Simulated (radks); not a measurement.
Results of a calculation; reference values are marked as such.
Ionisation of neutral lanthanum, [Xe] 5d1 6s2, to [Xe] 5d2 as the strength of local exchange is varied. Level of theory: Dirac Kohn-Sham, Slater X-alpha exchange (alpha = 2/3 is LDA exchange), no correlation, spin-unpolarised, spherical densities, point nucleus; open shells fill j = l - 1/2 first (a radial shooting solver on a logarithmic mesh with Libxc functionals).

alpha  E(La) (hartree)  exchange (hartree)  IE (eV)  -e of the level emptied (eV)  <r> of it (bohr)
0.606       -8468.1647           -174.0434    5.539                 2.754 (6s1/2)             4.585
0.667       -8485.7010           -191.9356    5.600                 3.000 (6s1/2)             4.503
0.724       -8502.1182           -208.7160    5.648                 3.240 (6s1/2)             4.429
0.78        -8518.2763           -225.2598    5.687                 3.484 (6s1/2)             4.358
0.97        -8573.3124           -281.8164    5.761                 4.373 (6s1/2)             4.134
1.008       -8584.3593           -293.2067    5.765                 4.561 (6s1/2)             4.092
1.032       -8591.3430           -300.4140    5.765                 4.682 (6s1/2)             4.066

NIST Atomic Spectra Database: 5.577 eV (measured). The Delta-SCF value meets it near alpha = 0.64. Spin polarisation and multiplet splitting are left out, so open shells lie too high by an amount that depends on their filling.

Beside tabulated values, note that spin-unpolarised runs miss the spin-polarisation part of the exchange energy of open shells.
